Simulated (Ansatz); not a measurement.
Stepwise reaction of `C[O][AlH2]` with ammonia, as a gas-phase model of exchange steps in deposition or etching. ΔE in kJ/mol.

Isolated molecules relaxed with PBE0-D4/def2-TZVP in Ansatz; ΔE leaves out vibrations. CBS: MP2 limit from def2 TZ/QZ plus the TZ coupled-cluster correction, frozen cores. This one scheme is used for every species. DFT in def2-TZVPP. B3LYP here is the variant with VWN-RPA as its local correlation; programs differ in this. One conformer a species, not always the lowest.

```json
{"step": "1", "reaction": "`C[O][AlH2]` + NH₃ → `C[O][AlH][NH2]` + H₂", "PBE-D4": "-70.2", "B3LYP-D4": "-73.6", "ωB97M-V": "-72.7", "CCSD(T)/CBS": "-74.6"}
{"step": "2", "reaction": "`C[O][AlH][NH2]` + NH₃ → `C[O][Al]([NH2])[NH2]` + H₂", "PBE-D4": "-54.4", "B3LYP-D4": "-60.0", "ωB97M-V": "-58.2", "CCSD(T)/CBS": "-61.5"}
```

By hand: ΔE of the 2 steps together at CCSD(T)/CBS.

(-74.6) + (-61.5) = -136.1 kJ/mol, or -68.0 kJ/mol a step.

In ΔE each step is higher than the one before. All are downhill at CCSD(T)/CBS. PBE-D4 differs from CCSD(T)/CBS by 4.4 to 7.1 kJ/mol a step. Isolated molecules leave out the surface, adducts and barriers. Largest T1 diagnostic: 0.012.
